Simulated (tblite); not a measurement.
Compound: C₄H₆FOS (doublet state).
Numbering: `[CH3:1][C:2](=[O:3])[C:4]([SH:5])[CH2:6][F:7]` (hydrogens: H8, H9, H10 on C1; H11 on S5; H12, H13 on C6)

Structure optimised with GFN2-xTB, isolated species. This method treats the open shell by occupation alone, without spin polarisation.

Q: List the bond lengths, angles and torsions at this level.

A: 
| bond | length (Å) |
| --- | --- |
| C1–C2 | 1.509 |
| C2=O3 | 1.229 |
| C2–C4 | 1.434 |
| C4–S5 | 1.719 |
| C4–C6 | 1.494 |
| C6–F7 | 1.370 |
| C1–H8, C1–H9, C1–H10 | 1.088 |
| S5–H11 | 1.336 |
| C6–H12, C6–H13 | 1.098 |

Bonds in one row agree within 0.01 Å and their mean is given. A selection of angles:
| angle | degrees |
| --- | --- |
| C2–C1–H8 | 109.2 |
| H8–C1–H9 | 109.5 |
| H9–C1–H10 | 108.2 |
| C1–C2–O3 | 122.9 |
| C1–C2–C4 | 117.0 |
| O3–C2–C4 | 120.1 |
| C2–C4–S5 | 121.3 |
| C2–C4–C6 | 117.0 |
| S5–C4–C6 | 121.7 |
| C4–S5–H11 | 96.4 |
| C4–C6–F7 | 113.0 |
| C4–C6–H12 | 110.3 |
| F7–C6–H12 | 107.5 |
| H12–C6–H13 | 108.1 |

Dihedral angles: C1–C2–C4–S5 0° (synperiplanar); C2–C4–C6–F7 180° (antiperiplanar); H11–S5–C4–C2 180° (antiperiplanar).

The 3 C–C bonds span 1.434 Å (C2–C4, drawn single in one of several resonance forms) to 1.509 Å (C1–C2, drawn single), a spread of 0.075 Å. C4 (carbon bonded to 2 C and S) is planar (angles 121.7°, 121.3° and 117.0°, sum 360.0°, 0.00 Å off the plane of its three neighbours). C2 (carbon bonded to 2 C and O) is planar (angles 122.9°, 120.1° and 117.0°, sum 360.0°, 0.00 Å off the plane of its three neighbours). Of the pairs four or more bonds apart, F7···H11 is among the closest relative to their van der Waals radii: 2.15 Å, 80 % of the sum of Bondi's values. The 7 heavy atoms lie in one plane (0.001 Å rms). S5 (sulfur bonded to C and H) is bent (angle 96.4°).

Point group: Cs (every atom within 0.08 Å of its image). Its lowest GFN2-xTB frequency is 12i cm⁻¹, too small to tell a flat minimum from a shallow saddle. Torsions: C1–C2–C4–S5 0°, C2–C4–S5–H 180°, C2–C4–C6–F7 180°.

Hardware: one thread, Arm Neoverse V2 (aarch64), no GPU, shared host. Cost: 0.13 s of wall time. That covers the optimisation of the geometry.

One conformer stands for the species.

All values are computed, not measured.
